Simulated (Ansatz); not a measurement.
BFH7NSi2 (`B[SiH2][SiH](N)F`), relaxed with RKS PBE0-D4/def2-TZVP in Ansatz 0.2.0 from a PBE-D4/def2-SVP geometry. The force threshold is 0.005 eV/Å; the program also tests the step.

Total charge 0; spin multiplicity 1.

Start:

```xyz
12

B    -0.826   -0.616    1.720
Si   -0.741   -1.334   -0.124
Si    0.081    0.679   -1.079
N     1.629    0.980   -0.383
F    -1.063    1.823   -0.733
H     0.184   -0.573    2.402
H    -1.828   -0.076    2.145
H     0.277   -2.407   -0.407
H    -2.047   -1.667   -0.795
H     0.243    0.709   -2.573
H     2.275    1.666   -0.781
H     1.814    0.815    0.609
```

```tsv
step	energy (eV)	largest force (eV/Å)	largest move (Å)
1	-20744.7146	0.840	0.000
2	-20744.7703	0.644	0.054
3	-20744.7852	0.162	0.048
4	-20744.7897	0.042	0.029
5	-20744.7907	0.047	0.019
6	-20744.7913	0.053	0.036
7	-20744.7920	0.020	0.022
8	-20744.7922	0.008	0.015
9	-20744.7923	0.011	0.021
10 (rejected)	-20744.7923	0.023	0.009
11	-20744.7923	0.012	0.004
12	-20744.7923	0.009	0.004
13	-20744.7924	0.004	0.004
```

End:

```xyz
12

B    -0.844   -0.692    1.786
Si   -0.752   -1.257   -0.116
Si    0.109    0.699   -1.110
N     1.613    1.047   -0.403
F    -1.001    1.846   -0.891
H     0.145   -0.687    2.461
H    -1.842   -0.238    2.259
H     0.226   -2.346   -0.393
H    -2.056   -1.582   -0.754
H     0.318    0.636   -2.577
H     2.288    1.650   -0.842
H     1.796    0.925    0.579
```

Hardware: 4 threads of an Intel Xeon Platinum 8488C on a shared host. Wall time 64 s, peak host memory 0.59 GiB.
